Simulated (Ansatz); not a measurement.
Consider the hydrogenolysis of the Si–O bond: `O[SiH2][SiH2]O[SiH3]` + H₂ → `[SiH3]O[SiH2][SiH3]` + H₂O.

Program: Ansatz. Geometries: PBE0-D4/def2-TZVP. ΔE: electronic, gas phase. CCSD(T)/CBS is the MP2 limit (def2-TZVPP, def2-QZVPP) plus CCSD(T) − MP2 in def2-TZVPP, frozen cores. This one scheme is used for every species. Functionals use def2-TZVPP. Each species was taken in one conformer, which may not be the lowest.

CCSD(T)/CBS gives +53.9 kJ/mol.

Question: Another level gave +55.9 kJ/mol. Which?
A. PBE-QIDH/def2-TZVPP
B. BLYP-D4/def2-TZVPP
C. PBE0/def2-TZVPP
D. r2SCAN0-D4/def2-TZVPP

Answer: D. r2SCAN0-D4 55.9, PBE0 46.2, PBE-QIDH 51.6, BLYP-D4 61.3 kJ/mol.

Largest T1 diagnostic among the species: 0.012.

In def2-TZVPP, CCSD(T) changes the Hartree–Fock value by +4.9 kJ/mol (the triples alone add +2.5 kJ/mol) and MP2 by +11.4 kJ/mol. From r2SCAN to r2SCAN0 (25 % exact exchange), in def2-TZVPP and without D4, ΔE moves by −3.9 kJ/mol.
